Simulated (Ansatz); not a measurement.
Abstraction of Cl: In(CH3)Cl2 + C2H5ClGa → In(CH3)Cl + C2H5Cl2Ga

Species: In(CH3)Cl2, singlet; C2H5ClGa `C[CH2][Ga][Cl]`, doublet; In(CH3)Cl, doublet; C2H5Cl2Ga `C[CH2][Ga]([Cl])[Cl]`, singlet. A radical takes Cl: the energy is the difference in strength between the In–Cl bond broken and the Ga–Cl bond made.

Shapes, held fixed at every level: PBE0-D4/def2-TZVP. Flexible molecules stand in one conformer, not always the lowest. Programs: Ansatz 0.2.0. Electronic energies: no zero-point or thermal term.

| level | kind | ΔE (kJ/mol) | less CCSD(T)/def2-TZVPP |
| --- | --- | --- | --- |
| MP2/def2-TZVPP | perturbation theory | -52.0 | 0.0 |
| HF/def2-TZVPP | Hartree–Fock | -46.4 | +5.6 |
| PBE-D4/def2-TZVPP | GGA | -48.3 | +3.7 |
| BHLYP-D4/def2-TZVPP | global hybrid | -51.7 | +0.3 |
| wB97M-V/def2-TZVPP | range-separated hybrid | -43.4 | +8.6 |
| B2PLYP/def2-TZVPP | double hybrid | -50.4 | +1.6 |
| CCSD/def2-SVP | coupled cluster or CI | -54.2 | -2.2 |
| CCSD(T)/def2-TZVPP | coupled cluster or CI | -52.0 | 0.0 |

The highest level, CCSD(T)/def2-TZVPP, gives ΔE = -52.0 kJ/mol; the levels span -54.2 to -43.4. The column of differences is taken from that level and isn't an error. No measured value is set beside it here. Spin contamination: In(CH3)Cl (⟨S²⟩ up to 0.78). Open shells run unrestricted. For atoms past krypton def2 sets carry core potentials with scalar relativity. Relativity is left out for Ga. Outer-core shells of Ga, In are correlated, in sets that cover them unevenly.
